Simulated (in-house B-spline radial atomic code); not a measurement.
Configurations of Cd³⁺, with energies counted from [Kr] 4d9. Method: scalar-relativistic (X2C) LC-wPBE, spin-polarised, spherical fractional occupations, exact exchange averaged over the configuration, Fermi nucleus of rms radius 4.6087 fm. Calculated with an all-electron radial atomic-structure program (B-spline basis). Shells without spins written out take the highest spin.

Occupations are held fixed; configurations that lie above the ionisation limit could autoionise.

| configuration | E - E(ref) (eV) | highest orbital | its <r> (bohr) |
| --- | --- | --- | --- |
| [Kr] 4d8 5s1 | 14.063 | 5s up | 2.206 |
| [Kr] 4d8 5p1 | 22.605 | 5p up | 2.556 |
| [Kr] 4d8 5d1 | 33.534 | 5d up | 3.548 |
| [Ar] 3d10 4s2 4p5 4d9 4f1 | 96.181 | 4f up | 3.577 |

(1) Order these further configurations by energy, lowest first.
A. [Ar] 3d10 4s2 4p5 4d9 5s1
B. [Ar] 3d9 4s2 4p6 4d10
C. [Ar] 3d10 4s2 4p5 4d9 5f1
D. [Kr] 4d8 5f1
E. [Kr] 4d8 4f1

Results:

(1) E (38.211 eV), D (43.286 eV), A (71.926 eV), C (101.25 eV), B (393.78 eV).
